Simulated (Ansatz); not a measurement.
Calculated with Ansatz (gas phase, PBE0-D4/def2-TZVP geometries, no zero-point term in ΔE). CCSD(T)/CBS adds triple-zeta CCSD(T) − MP2 to the extrapolated MP2 energy (def2 sets, frozen cores). This one scheme is used for every species, atoms too. For atomizations the MP2-based limit and the directly extrapolated one differ by several kJ/mol either way, and by 10 to 25 for some Ge, Se and Sn compounds, so smaller differences from it don't rank the levels. Open shells (•) are unrestricted, without spin–orbit coupling. Spin–orbit coupling would lower the free atoms: a little for F, O, Si. Each species was taken in one conformer, which may not be the lowest.

Consider the atomization: `O[SiH2]N[SiH2]F` → F• + 6 H• + N• + O• + 2 Si•.

`O[SiH2]N[SiH2]F`:

Cartesian coordinates in Å:
```
O -2.427 -0.637 -0.359
Si -1.027 -0.767 0.490
N 0.373 -0.373 -0.443
Si 1.498 0.881 -0.169
F 2.712 0.422 0.768
H -2.651 0.221 -0.723
H -0.988 0.169 1.643
H -1.010 -2.183 0.912
H 0.597 -1.010 -1.196
H 2.109 1.289 -1.454
H 0.814 1.989 0.532
```

```
          species  CCSD(T)/CBS(def2) energy (Eh)
`O[SiH2]N[SiH2]F`                     -811.61442
               F•                      -99.66871
               H•                       -0.50000
               N•                      -54.53257
               O•                      -75.00631
              Si•                     -288.94402
```

Question: Work out ΔE.

Answer: ΔE = 6 × (-0.50000) + 2 × (-288.94402) + (-99.66871) + (-54.53257) + (-75.00631) − (-811.61442) = 1.51879 Eh = +3987.6 kJ/mol.

Question: What do rigid-rotor, harmonic-oscillator terms from PBE0-D4/def2-TZVP frequencies (298.15 K, 1 bar) make of the CCSD(T)/CBS value? (Best estimate.)

Answer: Computed: ΔZPE = -181.2 kJ/mol, ΔH = +3852.0 kJ/mol, ΔS = 1137 J/(mol·K), ΔG = +3513.0 kJ/mol. Open shells count their whole term as degenerate.

Largest T1 diagnostic among the species: 0.012.

From PBE to PBE0 (25 % exact exchange), in def2-TZVPP and without D4, ΔE moves by −60.1 kJ/mol: exact exchange takes away binding that semilocal exchange gives to molecules. At CCSD(T), def2-SVP lies −357.6 kJ/mol from the extrapolated value and def2-TZVPP −127.4 kJ/mol: correlation converges slowly with the basis, and small sets miss more of it in the bonded molecule than in its fragments. Leaving LDA and LC-ωPBE aside and taking each functional with its dispersion term where it has one, the values, not all of them listed here, spread over 134.9 kJ/mol, from BHLYP-D4 to CAM-B3LYP-D4. LDA lies +527.7 kJ/mol from PBE without D4, its usual overbinding.
